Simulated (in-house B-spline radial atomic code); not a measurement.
Settings and results of a run for Cl2+. Level of theory: non-relativistic PBE0, spin-polarised, spherical fractional occupations, point nucleus, inside a hard spherical wall at 2.01 bohr; calculated with a B-spline radial code for spherical atoms.

Command:
```bash
python run_scf.py task.json out
```
Settings:
```
Z                17
configuration    [Ne] 3s2 3p3
hamiltonian      nr
method           pbe0
spin_polarised   True
wall_radius      2.01
```

Output (hartree, bohr):
```
 radial grid: 36 intervals, B-splines of order 8, outer radius 2.01 bohr

 iter        energy (Eh)    residual
    1        -454.680458    2.46e-01
    2        -455.040993    4.88e-02
    3        -455.064501    1.67e-02
    4        -455.067339    5.71e-03
    5        -455.067688    1.97e-03
    6        -455.067725    2.62e-05
    7        -455.067725    1.33e-06
    8        -455.067725    3.04e-08

 total energy                      -455.06773
 kinetic                             472.4041
 electron-nucleus                  -1099.9873
 Hartree                             201.0374
 exact exchange                       -7.0024
 exchange-correlation                -21.5195

 orbital      occ     eigenvalue          <r>       <r^2>       <1/r>       <r^4>     <1/r^3>       r_max
 1s up      1.000      -101.5452      0.09144   0.0112386     16.5461 0.000325552           -     0.05994
 1s down    1.000      -101.4872    0.0913955   0.0112267     16.5522 0.000324809           -     0.05992
 2s up      1.000        -9.6023     0.448938    0.239925     3.26947    0.104679           -      0.3642
 2s down    1.000        -9.5524     0.448359    0.238841      3.2668    0.102793           -      0.3649
 2p up      3.000        -7.3205     0.411706    0.211745     3.17394   0.0963809     99.1695      0.3038
 2p down    3.000        -7.2384      0.41257    0.212241     3.16412   0.0959998     98.3252      0.3053
 3s up      1.000        -0.7646      1.12802     1.40119     1.23018     2.51256           -       1.153
 3s down    1.000        -0.4722       1.1282      1.4019     1.22896     2.51792           -       1.151
 3p up      3.000        -0.0874       1.1258      1.4073      1.1991     2.55884     20.3373        1.17
```

Cost of the run: 0.06 s on 1 thread of AMD EPYC 7R43 64-Core Processor, with other jobs on the host.
